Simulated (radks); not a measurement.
The numbers below are computed, except where a source is named.
Isoelectronic series with 41 electrons, all held in the configuration [Kr] 4d4 5s1, which need not be the ground one along the series. Code: a radial shooting solver on a logarithmic mesh with Libxc functionals. Model: scalar-relativistic Kohn-Sham, LDA (Slater exchange, Perdew-Wang correlation), spin-unpolarised, spherical densities, point nucleus. Total energies (hartree) and orbital eigenvalues (eV):

ion,E (hartree),4d,5s,4p,4s
Nb,-3815.54603,-3.2076,-4.1949,-34.6115,-58.4637
Mo+,-4044.11577,-12.9733,-11.2822,-48.5066,-74.4697
Tc2+,-4280.21570,-25.8843,-20.3232,-65.6584,-93.8588
Ru3+,-4523.84165,-41.3645,-31.0031,-85.4043,-115.9495
Rh4+,-4775.00564,-59.1376,-43.1728,-107.4497,-140.4360
Pd5+,-5033.72839,-79.0479,-56.7478,-131.6384,-167.1565
Ag6+,-5300.03610,-100.9979,-71.6746,-157.8771,-196.0157
Cd7+,-5573.95896,-124.9219,-87.9175,-186.1055,-226.9535
In8+,-5855.53038,-150.7727,-105.4516,-216.2821,-259.9307
Sb10+,-6441.76561,-208.1236,-144.3265,-282.3711,-331.9070
Te11+,-6746.50866,-239.5761,-165.6452,-318.2463,-370.8775
I12+,-7059.05840,-272.8564,-188.2085,-355.9917,-411.8259
Xe13+,-7379.45972,-307.9511,-212.0121,-395.5988,-454.7493
Cs14+,-7707.7595,-344.8494,-237.0535,-437.0613,-499.6474
Ba15+,-8044.0065,-383.5421,-263.3313,-480.3749,-546.5225
La16+,-8388.2517,-424.0221,-290.8458,-525.5367,-595.3786
Ce17+,-8740.5479,-466.2832,-319.5978,-572.5453,-646.2213
Pr18+,-9100.9499,-510.3204,-349.5895,-621.4000,-699.0580
Nd19+,-9469.5146,-556.1295,-380.8234,-672.1013,-753.8969

Estimate the row of Sn9+.

Answer. E (hartree) -6144.78643; 4d -178.5155; 5s -124.2589; 4p -248.3778; 4s -294.9210.
